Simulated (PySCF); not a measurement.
# Radial density of As²⁺ (arsenic, charge +2)

UHF, [Ar] 3d10 4s1 4p1 4d1, one real determinant (an excited configuration). All numbers are calculated (PySCF 2.14, the non-relativistic Hamiltonian (point nucleus), in dyall-av2z (16s12p8d, 92 functions)).

```
r (bohr)  4πr²ρ (e/bohr)  4πr²(ρα − ρβ)
0.000725          0.1553         0.0001
 0.00122          0.4258         0.0003
 0.00205           1.140         0.0008
 0.00345           2.942         0.0021
 0.00580           7.124         0.0051
 0.00976           15.55         0.0109
  0.0164           28.46         0.0191
  0.0276           39.29         0.0233
  0.0464           37.03         0.0190
  0.0781           33.52         0.0461
   0.131           46.52         0.0990
   0.221           34.57         0.0019
   0.372           26.48         0.2084
   0.625           27.02         0.0674
    1.05           6.988         0.4489
    1.77           1.830         1.5007
    2.98          0.6559         0.6537
    5.01          0.1136         0.1136
    8.42       0.0003088         0.0003
```

⟨L²⟩ = 8.02 against 12 for a pure F term, so this real determinant mixes terms. The outer electron is Rydberg-like, and this basis confines it to a smaller radius and binds it less than a complete one would.
